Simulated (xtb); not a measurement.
Si(F)(NH2)3 (FH6N3Si), SMILES N[Si](N)(N)F. All values are semi-empirical tight-binding results from xtb (GFN2-xTB unless named), good for trends rather than for accurate numbers. The structure is a stationary point at GFN2-xTB. The values are those of a single conformer.

```json
{
 "orbital_gap": "7.59 eV",
 "dipole_moment": "2.52 D",
 "zero_point_energy": "49.9 kcal/mol",
 "G − E(el) at 298.15 K (modified RRHO)": "30.1 kcal/mol",
 "static polarisability (D4 model)": "65.1 bohr³",
 "solvation energy, GFN2-xTB/ALPB(water)": "-7.8 kcal/mol",
 "solvation energy, GFN2-xTB/ALPB(dmso)": "-9.3 kcal/mol"
}
```
